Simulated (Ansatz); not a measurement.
All values below come from Ansatz (an electronic-structure program) with frozen-core CCSD(T)/cc-pVDZ // B3LYP-D3(BJ)/def2-SVP.

Ansatz 0.2 input:
```yaml
crystal:
  periodic: [false, false, false]
  atoms:
    - { symbol: C, position_ang: [3.149523, -0.430419, 0.286855] }
    - { symbol: O, position_ang: [1.790231, -0.475801, -0.091129] }
    - { symbol: Si, position_ang: [0.988118, 0.734014, -0.926733] }
    - { symbol: Si, position_ang: [-1.19266, -0.121275, -1.017747] }
    - { symbol: Si, position_ang: [-1.425234, -1.599977, 0.790202] }
    - { symbol: C, position_ang: [-2.412249, 1.370115, -0.768835] }
    - { symbol: F, position_ang: [-3.707124, 1.017804, -0.898255] }
    - { symbol: F, position_ang: [-2.180003, 2.36408, -1.656691] }
    - { symbol: F, position_ang: [-2.269402, 1.905397, 0.465797] }
    - { symbol: H, position_ang: [3.39158, -1.352408, 0.83725] }
    - { symbol: H, position_ang: [3.817523, -0.367221, -0.592421] }
    - { symbol: H, position_ang: [3.363183, 0.431847, 0.945951] }
    - { symbol: H, position_ang: [1.022837, 2.022126, -0.167535] }
    - { symbol: H, position_ang: [1.610685, 0.966126, -2.266102] }
    - { symbol: H, position_ang: [-1.542641, -0.732858, -2.330846] }
    - { symbol: H, position_ang: [-2.852866, -1.996551, 0.963564] }
    - { symbol: H, position_ang: [-0.602533, -2.814193, 0.529537] }
    - { symbol: H, position_ang: [-0.94898, -0.920816, 2.02706] }
basis:
  gaussian: { orbitals: cc-pVDZ }
correlation:
  method: ccsd_t
```

Output:

```
Functional definition: HF
1710 factors; integrals over basis functions are off by at most 1.1e-3 eV
mean field evaluation 1: about -35939.8954 eV, gradient 4.9e1 eV
mean field evaluation 2: about -35940.1621 eV, gradient 4.9e1 eV
mean field evaluation 4: about -35945.9055 eV, gradient 4.7e0 eV
mean field evaluation 8: about -35946.0109 eV, gradient 3.9e-1 eV
mean field evaluation 16: about -35939.8948 eV, gradient 4.9e1 eV
mean field -35946.01147608 eV, -1320.9915566641 hartree, gradient 2.7e-6 eV, S^2 0.000000; 0 other end points of the search recorded, 0 dependent functions left out
21 core orbitals not correlated
reference -35946.01147608 eV, -1320.9915566641 hartree; 28, 28 occupied and 134, 134 virtual orbitals, 1710 factors
second order -35.61056482 eV of doubles, -0.00000000 eV of singles
cycle   1  -36.74456211 eV  change    -1.1e0 eV  update   1.5e-1
cycle   2  -37.74188522 eV  change    -1.0e0 eV  update   4.3e-2
cycle   3  -37.97724283 eV  change   -2.4e-1 eV  update   2.3e-2
cycle   4  -37.96332609 eV  change    1.4e-2 eV  update   5.2e-3
cycle   5  -37.96077918 eV  change    2.5e-3 eV  update   2.2e-3
cycle   6  -37.96113348 eV  change   -3.5e-4 eV  update   6.4e-4
cycle   7  -37.96065922 eV  change    4.7e-4 eV  update   2.5e-4
cycle   8  -37.96048044 eV  change    1.8e-4 eV  update   8.6e-5
cycle   9  -37.96053418 eV  change   -5.4e-5 eV  update   3.4e-5
cycle  10  -37.96055816 eV  change   -2.4e-5 eV  update   1.2e-5
perturbative correction -0.93158909 eV, -0.0342352677 hartree
Total energy: -35984.90362333 eV, -1322.4208167135 hartree
```

Cost: around 4 core-minutes (rough).
